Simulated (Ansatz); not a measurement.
`[CH3][SnH]([CH3])[OH]` + `CC[Si]N` → `[CH3][SnH]([NH2])[OH]` + `CC[Si]C`  (redistribution)

Calculated with Ansatz (gas phase, PBE0-D4/def2-TZVP geometries, no zero-point term in ΔE). CCSD(T)/CBS adds triple-zeta CCSD(T) − MP2 to the extrapolated MP2 energy (def2 sets, frozen cores). DFT in def2-TZVPP. Elements past krypton have def2 core potentials. For Sn outer-core shells are correlated without core-valence functions, which leaves a few kJ/mol of doubt a bond. One conformer a species, not always the lowest.

Is it downhill or uphill in electronic energy at CCSD(T)/CBS, and by how much? (Estimate.)

Ansatz gave: Uphill: ΔE = +25.8 kcal/mol.

What do these levels give: PBE-D4, B2PLYP, PBE, MP2/def2-TZVPP, HF/def2-QZVPP, MP2/CBS(def2)? (An estimate is asked.)

The calculation gave: PBE-D4 25.8, B2PLYP 26.3, PBE 25.9, MP2/def2-TZVPP 26.7, HF/def2-QZVPP 25.1, MP2/CBS(def2) 26.7 kcal/mol.

Largest T1 diagnostic among the species: 0.013.
